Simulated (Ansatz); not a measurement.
`C[O][Ga]([OH])[Br]` → `[CH2]` (triplet) + `[OH][Ga]([OH])[Br]`  (formal loss of a carbene)

Gas-phase electronic energies from Ansatz, PBE0-D4/def2-TZVP geometries. CBS: MP2 limit from def2 TZ/QZ plus the TZ coupled-cluster correction, frozen cores. This one scheme is used for every species. Functionals use def2-TZVPP. Triplets are unrestricted, without spin–orbit coupling. For Br, Ga outer-core shells are correlated without core-valence functions, which leaves a few kJ/mol of doubt a bond. Scalar relativity is left out up to krypton. One conformer a species, not always the lowest.

| species | ωB97X-V energy (Eh) |
| --- | --- |
| `C[O][Ga]([OH])[Br]` | -4689.68681 |
| `[CH2]` (triplet) | -39.14786 |
| `[OH][Ga]([OH])[Br]` | -4650.39033 |

(1) Work out ΔE.

(2) What do rigid-rotor, harmonic-oscillator terms from PBE0-D4/def2-TZVP frequencies (298.15 K, 1 bar) make of the CCSD(T)/CBS value? (Estimate.)

Largest T1 diagnostic among the species: 0.012.

Answers

(1) ΔE = (-39.14786) + (-4650.39033) − (-4689.68681) = 0.14862 Eh = +4.04 eV. CCSD(T)/CBS gives +3.89 eV.

(2) The calculation gave: ΔZPE = -0.29 eV, ΔH = +3.65 eV, ΔS = 150 J/(mol·K), ΔG = +3.18 eV. Open shells count their whole term as degenerate.

From BLYP to BHLYP (50 % exact exchange), in def2-TZVPP and without D4, ΔE moves by −0.08 eV. In def2-TZVPP, CCSD(T) changes the Hartree–Fock value by +1.33 eV (the triples alone add +0.11 eV) and MP2 by +1.41 eV.
